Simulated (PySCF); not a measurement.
Molecule: SMILES C=CC(=O)CS(=O)(=O)[O-], [C$_{4}$H$_{5}$O$_{4}$S]-.

Geometry (Å), atoms numbered from 1 in this order:
```xyz
14

C     2.4168   -0.5300    0.1505
C     1.1457   -0.3241   -0.1633
C     0.3735    0.8128    0.3917
O     0.7541    1.4571    1.3576
C    -0.8995    1.0365   -0.2978
S    -1.8527   -0.5664   -0.0173
O    -1.4931   -1.3720   -1.1805
O    -1.3864   -1.1058    1.2459
O    -3.2401   -0.1272   -0.0162
H     2.9316    0.1483    0.8142
H     2.9835   -1.3645   -0.2309
H     0.5841   -0.9812   -0.8109
H    -1.4864    1.8504    0.1121
H    -0.8318    1.0656   -1.3774
```

Total charge -1.

Frames of a GFN2-xTB Langevin trajectory at 200 K; GIAO PBE0/pcSseg-1 shieldings in PySCF, gas phase, non-relativistic; equivalent atoms averaged within each frame.

Scale: ¹³C (186.93 ppm), ¹H (31.72 ppm) vs TMS; ¹⁷O (336.08 ppm) against H2O; CS2 for ³³S (503.73 ppm) (reference shieldings calculated alike). The references are static minima.

Task: How do the shifts (ppm) fluctuate along the trajectory?

Result: 
```csv
time (fs),C3,C2,C1,C5,O4,O7/O8,O9,S6,H12,H10
250,197.6,149.1,120.1,74.3,568.1,282.8,264.7,327,10.43,5.70
425,198.4,152.1,122.0,69.4,597.4,262.9,279.8,329,8.87,5.95
625,197.3,157.9,119.7,71.1,561.2,281.1,278.2,328,10.16,5.99
800,197.0,151.2,129.6,74.9,597.3,272.0,272.6,317,8.38,6.33
1000,190.6,149.4,130.8,81.8,587.5,270.8,291.7,318,7.89,6.58
mean of frames,196.2,151.9,124.4,74.3,582.3,273.9,277.4,324,9.15,6.11
standard deviation,3.2,3.5,5.3,4.8,16.8,8.2,9.9,6,1.11,0.35
```

5 frames give an uncertainty of the mean of about the standard deviation over 2.2 at best, since frames this close in time may not be independent; classical motion lacks zero-point vibration, and the reference would need the same averaging.
